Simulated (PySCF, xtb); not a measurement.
Ge(I)2 anion (GeI2), SMILES [I][Ge][I] (connectivity only; charge and spin as stated), charge -1, multiplicity 2.

Harmonic wavenumbers (cm⁻¹) from xtb with GFN2-xTB at its own minimum, in rising order: 47, 158, 184.

Q: What does B3LYP-D3(BJ)/def2-SVPD run with PySCF give at its own minimum? (Estimate from the structure and the level; the computed values follow.)

A: 52, 158, 173. Paired by order, the mean absolute difference is 6 cm⁻¹ and the zero-point energies are 0.6 and 0.5 kcal/mol.
